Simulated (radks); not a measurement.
Ionisation of the caesium ion Cs3+, [Kr] 4d10 5s2 5p4, to [Kr] 4d10 5s2 5p3 as the strength of local exchange is varied. Calculated with a radial shooting solver on a logarithmic mesh with Libxc functionals: scalar-relativistic Kohn-Sham, Slater X-alpha exchange (alpha = 2/3 is LDA exchange), no correlation, spin-polarised, spherical densities, finite nucleus; open shells are filled with parallel spins first (spin-orbit coupling, left out, can overturn this in heavy ions); Fermi nuclear charge, rms radius 4.8041 fm.

| alpha | E(Cs3+) (hartree) | exchange (hartree) | IE (eV) | -e of the level emptied (eV) | <r> of it (bohr) |
|---|---|---|---|---|---|
| 0.589 | -7752.1603 | -158.4059 | 41.278 | 36.106 (5p) | 1.948 |
| 0.604 | -7756.2066 | -162.5179 | 41.484 | 36.315 (5p) | 1.944 |
| 0.616 | -7759.4450 | -165.8103 | 41.649 | 36.484 (5p) | 1.940 |
| 0.667 | -7773.2224 | -179.8306 | 42.355 | 37.203 (5p) | 1.926 |
| 0.786 | -7805.4568 | -212.7182 | 44.027 | 38.912 (5p) | 1.894 |
| 0.893 | -7834.5450 | -242.4969 | 45.561 | 40.482 (5p) | 1.867 |
| 0.906 | -7838.0858 | -246.1283 | 45.749 | 40.675 (5p) | 1.863 |
| 0.994 | -7862.0928 | -270.7860 | 47.034 | 41.994 (5p) | 1.841 |

NIST Atomic Spectra Database: 43 +/- 1.7 eV (theoretical). The Delta-SCF value meets it near alpha = 0.71. Open shells are spherical and high-spin; term and fine-structure splittings are not resolved. Spin-orbit splitting is averaged out at the scalar-relativistic level.
